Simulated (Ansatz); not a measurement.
Input file for Ansatz (a quantum-chemistry and plane-wave program): U-wB97X-V/cc-pV(T+d)Z on F2Si (SMILES F[Si]F), a point of a bond scan (R = 2.414 Å). Files ending in .json are basis or fitting sets from the Basis Set Exchange.

Ansatz 0.2 input:
```yaml
crystal:
  periodic: [false, false, false]
  atoms:
    - {symbol: Si, position_ang: [0.01300632, 0.00212733, 0.57701376]}
    - {symbol: F, position_ang: [1.51077600, -1.05561368, -0.99235348]}
    - {symbol: F, position_ang: [-1.03175149, 0.69972417, -0.42834589]}
basis:
  gaussian:
    orbitals: cc-pV_T+d_Z.json
hamiltonian:
  xc: {name: wB97X-V}
magnetization: {spin_polarized: true, initial_magnetization: 0}
```

Program output:

```
WARN ansatz: RAYON_NUM_THREADS=1 ignored (pool sized by the plan → 1); use --threads N
Functional definition: wB97X-V
integrals: 0.03 GiB planned
609 factors; their error is unknown
integrals: 0.07 GiB planned
106 factors; integrals over basis functions are off by at most 3.7e-5 eV
mean field: 0.44 GiB planned
mean field evaluation 1: about -13304.3559 eV, gradient 3.9e1 eV
mean field evaluation 2: about -13262.1937 eV, gradient 1.2e2 eV
mean field evaluation 4: about -13309.8466 eV, gradient 7.1e0 eV
mean field evaluation 8: about -13310.0095 eV, gradient 1.0e-1 eV
mean field evaluation 16: about -13310.0098 eV, gradient 3.8e-5 eV
mean field -13310.00984998 eV, -489.1338401380 hartree, gradient 3.8e-5 eV, S^2 0.000000; 0 other end points of the search recorded, 0 dependent functions left out
reference -13310.00984876 eV, -489.1338400934 hartree; 16, 16 occupied and 83, 83 virtual orbitals, 609 factors
Total energy: -13310.00984876 eV, -489.1338400934 hartree
```

The calculation finished and met its thresholds.

Cost: very roughly 4 core-seconds.
